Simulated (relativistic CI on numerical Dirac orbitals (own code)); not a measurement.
**Slater and spin-orbit integrals, Sm22+**

Computed by Dirac-Coulomb-Breit CI, orbitals from a KLI potential per configuration, model QED (radiative potential, 1s self-energy scaled to tabulated hydrogen-like ionisation energies), unscaled Slater integrals (own radial code, finite nucleus).

Slater integrals F^k, G^k are unscaled and averaged over j, outside the closed core [Ar] 3d10; ζ comes from projecting the Hamiltonian with its Breit term on Σ l·s of the shell.

- 4s²4p⁶4d⁴: F^2(4d,4d) = 174600, F^4(4d,4d) = 118580, ζ(4d) = 20412 cm⁻¹; <r>(4d) = 0.5791, <r^2>(4d) = 0.3831 (bohr units).
- 4s²4p⁵4d⁵: ζ(4p) = 172710, F^2(4d,4d) = 174590, F^4(4d,4d) = 118570, F^2(4p,4d) = 177990, G^1(4p,4d) = 223560, G^3(4p,4d) = 142310, ζ(4d) = 20330 cm⁻¹; <r>(4p) = 0.5627, <r^2>(4p) = 0.3578, <r>(4d) = 0.5791, <r^2>(4d) = 0.3831 (bohr units).
- 4s²4p⁶4d³4f: F^2(4d,4d) = 174530, F^4(4d,4d) = 118530, ζ(4d) = 20416, F^2(4d,4f) = 172850, F^4(4d,4f) = 113230, G^1(4d,4f) = 189420, G^3(4d,4f) = 127300, G^5(4d,4f) = 92584, ζ(4f) = 2538 cm⁻¹; <r>(4d) = 0.5794, <r^2>(4d) = 0.3835, <r>(4f) = 0.5727, <r^2>(4f) = 0.3748 (bohr units).

Task: Give the Racah parameters of the d shell in 4s²4p⁶4d⁴.

Result: B = F²/49 − 5F⁴/441 = 2219 cm⁻¹ and C = 35F⁴/441 = 9411 cm⁻¹.

Averages of the first 10 configurations, taken without configuration mixing, which lowers the lowest level and can move excited configurations by several eV; other configurations of the list can lie among them:

| Configuration | Parity | States | Average energy above the lowest level (eV) |
| --- | --- | --- | --- |
| 4s²4p⁶4d⁴ | even | 210 | 18.8 |
| 4s²4p⁵4d⁵ | odd | 1512 | 152.8 |
| 4s²4p⁶4d³4f | odd | 1680 | 160.9 |
| 4s4p⁶4d⁵ | even | 504 | 251.6 |
| 4s²4p⁶4d³5s | even | 240 | 235.5 |
| 4s4p⁶4d⁴4f | odd | 5880 | 392.1 |
| 4s²4p⁶4d³5p | odd | 720 | 273.5 |
| 4s²4p⁶4d²4f5s | odd | 1260 | 378.1 |
| 4s²4p⁶4d³5d | even | 1200 | 328.4 |
| 4s²4p⁶4d²5s5p | odd | 540 | 494.9 |
